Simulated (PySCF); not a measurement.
SbF₄, SMILES [F][Sb]([F])([F])[F], multiplicity 2. Atoms are numbered in the order given.

```xyz
5

Sb     0.0000     0.0000    -0.1872
F      1.4516     0.0000     1.0557
F      0.0000    -1.9426    -0.5252
F     -1.4516     0.0000     1.0557
F      0.0000     1.9426    -0.5252
```
Charge 0, spin multiplicity 2.

Geometry: B3LYP-D3(BJ)/def2-SVP. The spin state was assumed, not searched. The isomer is the one that the SMILES or the coordinates give; other isomers of the formula were not compared. The def2 effective core potentials stand for the cores of Sb; spin–orbit coupling is left out.

Level of theory: r2SCAN/def2-TZVP (PySCF).

Atomic charges (e):

| atom | Löwdin | Mulliken | Mulliken spin |
|---|---|---|---|
| Sb1 | 0.94 | 1.55 | 0.49 |
| F2 | -0.22 | -0.40 | 0.05 |
| F3 | -0.25 | -0.38 | 0.21 |
| F4 | -0.22 | -0.40 | 0.05 |
| F5 | -0.25 | -0.38 | 0.21 |
